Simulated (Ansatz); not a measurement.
C3H4BF (`BCC#CF`), charge 0, multiplicity 1.

Problem. Give a relaxed structure at PBE0-D4/def2-TZVP (Ansatz 0.2.0). (An estimate is asked.)

Solution. Computed: 
Cartesian coordinates in Å:
```
B -0.954 -1.203 -0.033
C -0.383 0.135 0.532
C 0.746 0.742 -0.150
C 1.676 1.221 -0.727
F 2.669 1.738 -1.342
H -1.884 -1.696 0.537
H -0.498 -1.736 -0.998
H -0.145 -0.043 1.592
H -1.226 0.841 0.588
```
Point group Cs.
This is one stationary point; other conformers may exist.
